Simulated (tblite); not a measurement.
Compound: C₈H₁₀NO (charge -1).
Bonds: C1–C2, C2–C3, C2–O4, C2–C5, C5–C6 (aromatic), C6–C7 (aromatic), C7–N8 (aromatic), N8–C9 (aromatic), C9–C10 (aromatic), C5–C10 (aromatic). Hydrogens: H11, H12, H13 on C1; H14, H15, H16 on C3; H17 on C6; H18 on C7; H19 on C9; H20 on C10.
Bond orders are those of one Lewis drawing.

Computed with GFN2-xTB (tblite), gas phase: L-BFGS steps from a force-field or distance-geometry start until the largest atomic force falls under 0.01 eV/Å.

The end geometry, which sets the zero of energy:
```
atom  x, y, z in Å
C1     -2.0069    0.8149   -0.7341
C2     -1.0666   -0.4146   -0.5174
C3     -1.7012   -1.2327    0.6538
O4     -0.8149   -1.1235   -1.6214
C5      0.3516    0.0187   -0.1910
C6      0.9526    1.1363   -0.7985
C7      2.3070    1.3469   -0.6851
N8      3.1443    0.5618   -0.0089
C9      2.5858   -0.5057    0.5603
C10     1.2457   -0.8109    0.5103
H11    -1.7226    1.3459   -1.6386
H12    -3.0301    0.4658   -0.8648
H13    -1.9650    1.4945    0.1184
H14    -1.6453   -0.6781    1.5919
H15    -1.1911   -2.1861    0.7624
H16    -2.7451   -1.4415    0.4236
H17     0.3600    1.8388   -1.3653
H18     2.7698    2.2184   -1.1435
H19     3.2757   -1.1386    1.1146
H20     0.8911   -1.6997    1.0110
```

**Question.** These geometries come from the run, each turned onto the end geometry. Order them by energy, lowest first.
A.
```
atom  x, y, z in Å
C1     -1.9841    0.7160   -0.9425
C2     -1.0664   -0.4359   -0.4164
C3     -1.7188   -0.9927    0.9183
O4     -0.8844   -1.3773   -1.3444
C5      0.3588    0.0278   -0.1469
C6      0.9134    1.2496   -0.5511
C7      2.2833    1.4154   -0.4991
N8      3.1451    0.5092   -0.0608
C9      2.6258   -0.6790    0.2707
C10     1.2827   -0.9596    0.2335
H11    -1.4212    1.3693   -1.6122
H12    -2.7806    0.2428   -1.5229
H13    -2.4224    1.3174   -0.1388
H14    -2.2446   -0.2211    1.4940
H15    -0.9720   -1.4574    1.5747
H16    -2.4357   -1.7586    0.6111
H17     0.3035    2.0777   -0.8915
H18     2.7374    2.3517   -0.8171
H19     3.3566   -1.4299    0.5712
H20     0.9184   -1.9549    0.4480
```
B.
```
atom  x, y, z in Å
C1     -1.9706    0.7370   -0.9017
C2     -1.0659   -0.4744   -0.4983
C3     -1.7250   -1.0740    0.7948
O4     -0.8718   -1.3447   -1.4859
C5      0.3598   -0.0161   -0.1934
C6      0.9101    1.2050   -0.6128
C7      2.2642    1.4363   -0.4863
N8      3.1372    0.5706    0.0167
C9      2.6273   -0.6068    0.3868
C10     1.2955   -0.9353    0.3070
H11    -1.6840    1.0888   -1.8906
H12    -3.0046    0.4007   -0.9534
H13    -1.8989    1.5525   -0.1813
H14    -1.8720   -0.3022    1.5520
H15    -1.1101   -1.8662    1.2145
H16    -2.6907   -1.5021    0.5311
H17     0.2835    1.9811   -1.0260
H18     2.6868    2.3934   -0.7864
H19     3.3530   -1.3127    0.7850
H20     0.9710   -1.9202    0.6059
```
C.
```
atom  x, y, z in Å
C1     -1.9399    0.7043   -0.9325
C2     -1.0471   -0.4651   -0.4131
C3     -1.8061   -1.0385    0.8307
O4     -0.7805   -1.3593   -1.3626
C5      0.3694    0.0133   -0.0726
C6      0.9023    1.2497   -0.4733
C7      2.2690    1.4321   -0.5320
N8      3.1658    0.5194   -0.1827
C9      2.6665   -0.6402    0.2569
C10     1.3267   -0.9310    0.3305
H11    -1.4758    1.1482   -1.8053
H12    -2.9006    0.2912   -1.2355
H13    -2.1041    1.4754   -0.1820
H14    -2.1964   -0.2426    1.4680
H15    -1.1583   -1.6801    1.4192
H16    -2.6386   -1.6355    0.4612
H17     0.2497    2.0663   -0.7457
H18     2.6818    2.3844   -0.8617
H19     3.4102   -1.3678    0.5718
H20     1.0007   -1.9134    0.6383
```
D.
```
atom  x, y, z in Å
C1     -1.9902    0.7770   -0.8169
C2     -1.0681   -0.4482   -0.5154
C3     -1.7055   -1.1682    0.7195
O4     -0.8427   -1.2319   -1.5711
C5      0.3536   -0.0054   -0.1981
C6      0.9282    1.1599   -0.7345
C7      2.2789    1.3935   -0.6072
N8      3.1341    0.5821    0.0104
C9      2.6015   -0.5372    0.5027
C10     1.2681   -0.8665    0.4342
H11    -1.6605    1.2650   -1.7304
H12    -3.0094    0.4286   -0.9783
H13    -1.9814    1.4897    0.0092
H14    -1.5726   -0.5730    1.6261
H15    -1.2453   -2.1436    0.8577
H16    -2.7699   -1.3228    0.5459
H17     0.3206    1.8943   -1.2426
H18     2.7178    2.3087   -1.0006
H19     3.3088   -1.1947    1.0026
H20     0.9289   -1.7967    0.8644
```
E.
```
atom  x, y, z in Å
C1     -1.9749    0.7640   -0.8578
C2     -1.0659   -0.4586   -0.5056
C3     -1.7210   -1.1269    0.7523
O4     -0.8378   -1.2745   -1.5334
C5      0.3539   -0.0136   -0.1817
C6      0.9107    1.1781   -0.6722
C7      2.2641    1.4100   -0.5655
N8      3.1357    0.5722   -0.0117
C9      2.6168   -0.5677    0.4471
C10     1.2846   -0.9007    0.3844
H11    -1.6496    1.2151   -1.7908
H12    -2.9921    0.4097   -1.0043
H13    -1.9592    1.5060   -0.0601
H14    -1.7061   -0.4355    1.5965
H15    -1.1898   -2.0359    1.0197
H16    -2.7505   -1.4030    0.5309
H17     0.2836    1.9306   -1.1251
H18     2.6979    2.3419   -0.9211
H19     3.3331   -1.2445    0.9073
H20     0.9614   -1.8559    0.7689
```

**Answer.** D (0.008 eV), E (0.015 eV), B (0.029 eV), C (0.091 eV), A (0.189 eV).

In the order of the answer:

```json
{"step": "95", "E above end (eV)": "0.008", "largest force (eV/Å)": "0.05", "rms force component (eV/Å)": "0.015", "rms distance from end (Å)": "0.116", "rms bond change (Å)": "0.001", "bond most changed (Å)": "C2–C5 +0.004"}
{"step": "85", "E above end (eV)": "0.015", "largest force (eV/Å)": "0.08", "rms force component (eV/Å)": "0.030", "rms distance from end (Å)": "0.189", "rms bond change (Å)": "0.002", "bond most changed (Å)": "C2–C3 +0.005"}
{"step": "65", "E above end (eV)": "0.029", "largest force (eV/Å)": "0.04", "rms force component (eV/Å)": "0.015", "rms distance from end (Å)": "0.299", "rms bond change (Å)": "0.004", "bond most changed (Å)": "C2–C5 +0.010"}
{"step": "35", "E above end (eV)": "0.091", "largest force (eV/Å)": "0.17", "rms force component (eV/Å)": "0.045", "rms distance from end (Å)": "0.415", "rms bond change (Å)": "0.004", "bond most changed (Å)": "C2–C5 +0.015"}
{"step": "25", "E above end (eV)": "0.189", "largest force (eV/Å)": "0.33", "rms force component (eV/Å)": "0.099", "rms distance from end (Å)": "0.492", "rms bond change (Å)": "0.007", "bond most changed (Å)": "C2–C3 +0.023"}
```

Run on one thread, Arm Neoverse N1, no GPU, shared host.
